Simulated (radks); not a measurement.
The numbers below are computed, except where a source is named.
Species: Sb7+. Configuration: [Kr] 4d8.

Code: a radial shooting solver on a logarithmic mesh with Libxc functionals. Model: Dirac Kohn-Sham, LB94 model potential, spin-unpolarised, spherical densities, finite nucleus; open shells fill j = l - 1/2 first; Fermi nuclear charge, rms radius 4.6802 fm.

Energy parts (eV):
part                   energy
kinetic            186330.150
electron-nucleus  -423471.078
Hartree             65644.397
(The LB94 potential has no energy functional, so no total or exchange-correlation energy is given.)

Orbitals (lengths in bohr, moments of r in powers of bohr; r(90%) holds 90 % of the orbital's charge):
[
 {"orbital": "1s1/2", "occ.": "2", "eigenvalue (eV)": "-30544.72", "<1/r>": "54.38", "r(90%)": "0.0510", "<r^2>": "0.001090", "<r^4>": "3.102e-06"},
 {"orbital": "2s1/2", "occ.": "2", "eigenvalue (eV)": "-4760.102", "<1/r>": "12.64", "r(90%)": "0.189", "<r^2>": "0.01758", "<r^4>": "0.0005328"},
 {"orbital": "2p1/2", "occ.": "2", "eigenvalue (eV)": "-4466.953", "<1/r>": "12.65", "r(90%)": "0.169", "<r^2>": "0.01303", "<r^4>": "0.0003414"},
 {"orbital": "2p3/2", "occ.": "4", "eigenvalue (eV)": "-4212.314", "<1/r>": "11.73", "r(90%)": "0.176", "<r^2>": "0.01432", "<r^4>": "0.0004042"},
 {"orbital": "3s1/2", "occ.": "2", "eigenvalue (eV)": "-1032.611", "<1/r>": "4.471", "r(90%)": "0.484", "<r^2>": "0.1243", "<r^4>": "0.02347"},
 {"orbital": "3p1/2", "occ.": "2", "eigenvalue (eV)": "-911.4181", "<1/r>": "4.392", "r(90%)": "0.481", "<r^2>": "0.1189", "<r^4>": "0.02254"},
 {"orbital": "3p3/2", "occ.": "4", "eigenvalue (eV)": "-864.6147", "<1/r>": "4.169", "r(90%)": "0.496", "<r^2>": "0.1271", "<r^4>": "0.02565"},
 {"orbital": "3d3/2", "occ.": "4", "eigenvalue (eV)": "-649.6895", "<1/r>": "4.030", "r(90%)": "0.475", "<r^2>": "0.1080", "<r^4>": "0.02134"},
 {"orbital": "3d5/2", "occ.": "6", "eigenvalue (eV)": "-639.8710", "<1/r>": "3.972", "r(90%)": "0.480", "<r^2>": "0.1104", "<r^4>": "0.02223"},
 {"orbital": "4s1/2", "occ.": "2", "eigenvalue (eV)": "-260.5273", "<1/r>": "1.798", "r(90%)": "1.13", "<r^2>": "0.6877", "<r^4>": "0.6944"},
 {"orbital": "4p1/2", "occ.": "2", "eigenvalue (eV)": "-219.1843", "<1/r>": "1.694", "r(90%)": "1.19", "<r^2>": "0.7574", "<r^4>": "0.8658"},
 {"orbital": "4p3/2", "occ.": "4", "eigenvalue (eV)": "-210.0716", "<1/r>": "1.619", "r(90%)": "1.23", "<r^2>": "0.8085", "<r^4>": "0.9840"},
 {"orbital": "4d3/2", "occ.": "4", "eigenvalue (eV)": "-143.4189", "<1/r>": "1.392", "r(90%)": "1.43", "<r^2>": "1.045", "<r^4>": "1.763"},
 {"orbital": "4d5/2", "occ.": "4", "eigenvalue (eV)": "-141.9652", "<1/r>": "1.375", "r(90%)": "1.45", "<r^2>": "1.065", "<r^4>": "1.830"},
 {"orbital": "5s1/2", "occ.": "0", "eigenvalue (eV)": "-102.5740", "<1/r>": "0.7984", "r(90%)": "2.37", "<r^2>": "3.165", "<r^4>": "13.83"},
 {"orbital": "5p1/2", "occ.": "0", "eigenvalue (eV)": "-89.4362", "<1/r>": "0.7416", "r(90%)": "2.56", "<r^2>": "3.670", "<r^4>": "18.73"},
 {"orbital": "5p3/2", "occ.": "0", "eigenvalue (eV)": "-87.2829", "<1/r>": "0.7215", "r(90%)": "2.62", "<r^2>": "3.844", "<r^4>": "20.52"}
]

The highest occupied level is 4d5/2 at -141.97 eV. Summed over all electrons, <r^2> = 16.77 bohr^2, which gives a Langevin (diamagnetic) susceptibility term of -13.3 x 10^-6 cm^3/mol. For comparison, the ionisation energy in NIST's Atomic Spectra Database is 139 eV (theoretical). In exact Kohn-Sham theory the highest level is minus the ionisation energy, but local and semilocal functionals leave it too shallow, through self-interaction and a potential that decays too fast; potentials with the right tail come closer.

Beside tabulated values, note that spin-unpolarised runs miss the spin-polarisation part of the exchange energy of open shells.
